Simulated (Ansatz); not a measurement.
A structure relaxed at B3LYP-D4/def2-SVP in Ansatz, charge 1, singlet:

Cartesian coordinates in Å:
```
Ga 3.093 -0.379 -1.773
Sn 0.836 0.793 -0.058
Sn -1.862 -0.353 -1.346
Sn -0.371 -1.700 1.546
Sn -2.043 0.711 1.387
Sn -0.206 2.958 1.473
Sn 0.553 -2.031 -1.229
```

Question: Give its formula and point group.

Answer: GaSn6⁺. Point group Cs (tolerance 0.1 Å).

Question: Summarise the bond lengths by kind (pairs closer than 1.2 times the sum of covalent radii, bridged metal pairs left out).

Answer: 10 × Sn–Sn 2.85 to 3.22 Å; 2 × Ga–Sn 3.07 to 3.08 Å.

In the def2 sets Sn takes a core potential; there is no spin–orbit coupling. Another isomer (singlet) lies 0.45 eV lower at PBE0-D4/def2-TZVP; other spin states weren't run for this one.
